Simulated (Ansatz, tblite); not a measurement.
Removing and adding an electron: `Oc1ccc(Oc2ccccc2)cc1`. Charge 0, multiplicity 1. Geometry: PBE-D4/def2-SVP. Ansatz, gas phase; energy differences of separate SCF runs; the oxidised species was run as a doublet alone; the reduced species was run as a doublet alone.

```tsv
atom	x (Å)	y (Å)	z (Å)
O1	1.2059	-4.1577	2.2109
C2	0.7048	-2.9520	1.8193
C3	0.8656	-1.8570	2.6918
C4	0.3762	-0.5957	2.3350
C5	-0.2871	-0.4151	1.1099
O6	-0.8254	0.8296	0.8377
C7	-0.5662	1.4457	-0.3645
C8	-1.5011	2.4077	-0.7899
C9	-1.2779	3.1133	-1.9793
C10	-0.1313	2.8643	-2.7525
C11	0.7972	1.9053	-2.3172
C12	0.5907	1.1930	-1.1263
C13	-0.4594	-1.5032	0.2375
C14	0.0399	-2.7637	0.5904
H15	1.0115	-4.8125	1.5146
H16	1.3837	-2.0155	3.6488
H17	0.4967	0.2689	3.0037
H18	-2.3929	2.5832	-0.1709
H19	-2.0136	3.8633	-2.3085
H20	0.0385	3.4166	-3.6889
H21	1.7052	1.7095	-2.9085
H22	1.3235	0.4497	-0.7813
H23	-0.9875	-1.3607	-0.7168
H24	-0.0971	-3.6169	-0.0950
```

The xTB rows come from tblite.

```csv
level,−HOMO (eV),vertical IE (eV),−LUMO (eV),vertical EA (eV),HOMO–LUMO gap (eV),IE − EA (eV),remarks
GFN1-xTB,11.11,13.41,7.42,5.10,3.69,8.30,–
GFN2-xTB,10.11,12.42,6.45,4.10,3.66,8.33,–
PBE-D4/def2-SVP,5.00,7.29,1.36,-0.72,3.64,8.01,HOMO above zero (-1 doublet)
PBE0-D4/def2-SVP,6.08,7.65,0.53,-0.90,5.55,8.56,HOMO above zero (-1 doublet)
```

Relaxing the reduced species (PBE-D4/def2-SVP) changes its energy by -0.11 eV at PBE-D4/def2-SVP, so the adiabatic electron affinity to this nearest minimum is -0.61 eV. At PBE0-D4/def2-SVP it is -0.84 eV. The highest occupied level of the relaxed charge -1 doublet lies above zero (up to 2.65 eV). By energy differences, losing it releases 0.61 eV (each at its own geometry, to the charge 0 singlet, at PBE-D4/def2-SVP).     A HOMO above zero means that the electron is unbound at that level or that self-interaction error raises the level; the energy of removing that electron tells which. Raw xTB energy differences between charge states are shifted by several eV; the methods need an empirical correction for them. Sets without diffuse functions give affinities that are too small. A negative affinity means that the extra electron isn't bound; its size then hangs on the basis.
